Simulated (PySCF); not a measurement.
CH8FN3Si, SMILES C([Si](N)(N)N)F. Atoms are numbered in the order given.

```xyz
14

N     -1.8366     0.0900     0.5371
Si    -0.1861    -0.3186     0.2120
N     -0.0659    -1.0928    -1.3282
N      0.3095    -1.1774     1.6321
C      1.0592     1.1110     0.0319
F      0.9407     1.6833    -1.2444
H     -2.1085     0.4987     1.4259
H     -2.4200     0.4308    -0.2196
H      0.2843    -0.5322    -2.0999
H     -0.7338    -1.7897    -1.6406
H     -0.3404    -1.8403     2.0453
H      1.2608    -1.5267     1.7007
H      2.1027     0.7647     0.1556
H      0.8891     1.9002     0.7861
```
Charge 0, spin multiplicity 1.

The structure is a stationary point at B3LYP-D3(BJ)/def2-SVP. The structure was generated by enumeration, and PubChem lists no compound with its InChIKey, so it may never have been made. One conformer was computed; it need not be the lowest.

Calculation: PySCF with TDA-PBE/def2-SVPD.

Vertical excitations. 

Computed lowest excited states:
| state | energy (eV) | λ (nm) | f | main pairs |
|---|---|---|---|---|
| S1 | 5.42 | 229 | 0.032 | HOMO→LUMO 99 % |
| S2 | 5.56 | 223 | 0.042 | HOMO−1→LUMO 99 % |
| S3 | 5.94 | 209 | 0.007 | HOMO→LUMO+1 50 %, HOMO−2→LUMO 49 % |
| S4 | 6.06 | 205 | 0.047 | HOMO−2→LUMO 39 %, HOMO→LUMO+1 35 %, HOMO−1→LUMO+1 25 % |
| S5 | 6.10 | 203 | 0.027 | HOMO−1→LUMO+1 73 %, HOMO→LUMO+1 13 %, HOMO−2→LUMO 12 % |
| S6 | 6.56 | 189 | 0.011 | HOMO−2→LUMO+1 86 % |
| S7 | 6.65 | 186 | 0.008 | HOMO→LUMO+3 48 %, HOMO→LUMO+2 44 % |
| S8 | 6.75 | 184 | 0.013 | HOMO→LUMO+3 34 %, HOMO−1→LUMO+2 32 %, HOMO→LUMO+2 23 %, HOMO−1→LUMO+3 6 % |
| S9 | 6.78 | 183 | 0.026 | HOMO−1→LUMO+2 56 %, HOMO→LUMO+2 18 %, HOMO→LUMO+3 15 % |
| S10 | 6.87 | 180 | 0.013 | HOMO−1→LUMO+3 77 % |
| T1 | 5.28 | 235 | 0 | HOMO→LUMO 99 % |
| T2 | 5.38 | 230 | 0 | HOMO−1→LUMO 99 % |
| T3 | 5.75 | 216 | 0 | HOMO→LUMO+1 75 %, HOMO−2→LUMO 24 % |
| T4 | 5.88 | 211 | 0 | HOMO−2→LUMO 75 %, HOMO→LUMO+1 24 % |
Triplets are in the Tamm–Dancoff approximation.
